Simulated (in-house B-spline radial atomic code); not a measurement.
Si⁷⁺. Computed with a B-spline radial atomic code. Model: all-electron spherical atom, spin shells full or empty, radial basis limit, no spin-orbit coupling: exact exchange with a local potential (Slater, KLI or optimised effective potential, whose far tail is KLI's), no correlation.

Exchange potential has not reached -1/r at the last radius.

The run also made RPA and GW results, which its time includes.

The Slater potential averages the orbital exchange potentials with the orbital densities as weights, KLI adds orbital constants, and the optimised effective potential minimises the exact-exchange energy among local potentials. So their energies lie above Hartree-Fock in the order OEP, KLI, Slater. All fall off as −1/r, unlike LDA and GGA exchange.

Command:
```bash
python run_gw.py task.json out
```
Settings (nuclear radius in fm, other lengths in bohr, energies in hartree):
```
Z                      14
electrons              7
configuration          [He] 2s2 2p3
hamiltonian            x2c
method                 slater
lmax                   9
rms_radius             3.1224
spin_polarised         True
box_radius             8.41
intervals              100
```

Time taken, with all properties: 4.6 s on 1 thread of Arm Neoverse N1 (shared host).

Given: hamiltonian one-electron scalar X2C; mean-field start Slater potential.

Computed: energy above Hartree-Fock 26.422 millihartree.

| radius (bohr) | r times exchange potential up (hartree bohr) | r times exchange potential down (hartree bohr) |
| --- | --- | --- |
| 0.00357 | -0.050752 | -0.050714 |
| 0.00422 | -0.059953 | -0.059908 |
| 0.00499 | -0.070825 | -0.070772 |
| 0.0059 | -0.083635 | -0.083571 |
| 0.00697 | -0.098636 | -0.09856 |
| 0.00824 | -0.11634 | -0.11624 |
| 0.00974 | -0.13708 | -0.13697 |
| 0.0115 | ? | ? |
| 0.0136 | -0.1895 | -0.18934 |
| 0.0161 | -0.22263 | -0.22243 |
| 0.019 | -0.26013 | -0.25987 |
| 0.0225 | -0.30395 | -0.30362 |
| 0.0266 | -0.35314 | -0.35273 |
| 0.0314 | -0.40766 | -0.40715 |
| 0.0371 | -0.468 | -0.46738 |
| 0.0439 | -0.53365 | -0.53298 |
| 0.0519 | ? | ? |
| 0.0614 | -0.67219 | -0.6722 |
| 0.0725 | -0.73911 | -0.74085 |
| 0.0857 | -0.79994 | -0.80595 |
| 0.101 | -0.84783 | -0.86294 |
| 0.12 | -0.87843 | -0.91178 |
| 0.142 | -0.88371 | -0.94294 |
| 0.167 | -0.87192 | -0.94506 |
| 0.198 | -0.87071 | -0.89006 |
| 0.234 | -0.91458 | -0.77246 |
| 0.276 | -1.0061 | -0.6892 |
| 0.327 | -1.127 | -0.70578 |
| 0.386 | -1.2447 | -0.7728 |
| 0.457 | -1.3409 | -0.84701 |
| 0.54 | -1.3977 | -0.90837 |
| 0.638 | -1.4122 | -0.95215 |
| 0.754 | -1.3905 | -0.97882 |
| 0.892 | -1.3456 | -0.99235 |
| 1.05 | -1.2938 | -0.99773 |
| 1.25 | -1.2402 | -0.99954 |
| 1.47 | -1.1963 | -0.99992 |

**Question.** What belongs in the row 0.0115?

**Answer.** r times exchange potential up (hartree bohr): -0.16116; r times exchange potential down (hartree bohr): -0.16103.

**Question.** What belongs in the row 0.0519?

**Answer.** r times exchange potential up (hartree bohr): -0.60227; r times exchange potential down (hartree bohr): -0.6017.

```
occupied  level (hartree)  Hartree-Fock level (hartree)
   1s up          -76.386                       -77.242
 1s down          -76.462                       -76.823
   2s up          -12.771                        -12.89
 2s down                ?                             ?
   2p up          -11.429                       -11.231
```

**Question.** What belongs in the row 2s down?

**Answer.** level (hartree): -11.906; Hartree-Fock level (hartree): -11.787.

| empty | level (hartree) |
| --- | --- |
| 2p down | -10.616 |
| 3s up | -4.7691 |
| 3s down | -4.511 |
| 3p up | -4.3927 |
| 3p down | ? |
| 3d up | -3.9447 |
| 3d down | -3.6333 |
| 4s up | -2.475 |
| 4s down | -2.3784 |
| 4p up | -2.3266 |
| 4p down | ? |
| 4d up | -2.1562 |

**Question.** What belongs in the row 3p down?

**Answer.** level (hartree): -4.1519.

**Question.** What belongs in the row 4p down?

**Answer.** level (hartree): -2.2365.

The highest level, 2p up, differs from Hartree-Fock by -5.4 eV and the deepest, 1s down, by +9.83 eV: the Slater potential lacks the response part and is deeper than the optimised one throughout, so the top level comes too deep.
